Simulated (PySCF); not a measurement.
Dy(III) with different ligands

Computed with PySCF 2.14.0, PBE0, def2-SVP on the ligands, density fitting, scalar-relativistic core potentials, no spin-orbit coupling, vacuum. The metal has lcecp-1-SVP with ECP55. Each complex is relaxed within the symmetry of a template of the same shape. Distances are means of the shortest metal–ligand contacts, charges and spins Mulliken's; removal energies are rigid, with the ligand's formal charge and no counterpoise, so too large; for an anion taken off a cation in vacuum most of it is the attraction of opposite charges, and multiply charged cations can part far more cheaply with an electron moved from ligand to metal. lcecp potentials hold a fixed number of 4f electrons in the core, out of states, spins and gaps.

```
   complex  point group  M–first ligand (Å)  charge on M (e)  removal of one first-named ligand (eV)  strongest infrared band, degenerate modes summed (cm⁻¹)  unstable modes (below −25 cm⁻¹)
[Dy(SH)4]−           S4               2.653             0.60                                    4.63                                                        –                                1
```

Q: Order these by the energy to remove one first-named ligand, lowest first.
A. [DyH4]−
B. [Dy(NH2)4]−
C. [DyCl4]−
D. [DyF4]−
E. [Dy(OH)4]−

A: A (4.77), C (5.05), B (5.25), E (5.65), D (6.70).

Q: What else do they give?

A: 
| complex | point group | M–first ligand (Å) | charge on M (e) | removal of one first-named ligand (eV) | strongest infrared band, degenerate modes summed (cm⁻¹) | unstable modes (below −25 cm⁻¹) |
| --- | --- | --- | --- | --- | --- | --- |
| [DyF4]− | Td | 2.070 | 1.04 | 6.70 | 518 | 0 |
| [Dy(NH2)4]− | S4 | 2.253 | 0.62 | 5.25 | – | not given |
| [Dy(OH)4]− | S4, nearly Td | 2.110 | 0.79 | 5.65 | 223 | 0 |
| [DyH4]− | Td | 2.089 | 0.23 | 4.77 | 1244 | 0 |
| [DyCl4]− | Td | 2.531 | 0.73 | 5.05 | 311 | 0 |

Members with unstable modes aren't minima as they stand: saddle points kept by symmetry or, where the modes are soft, flat surfaces and noise. Moved off a saddle point of the template and relaxed again: [Dy(NH2)4]−, [Dy(SH)4]−. One start shape was tried for each, so a minimum needn't be the lowest isomer.
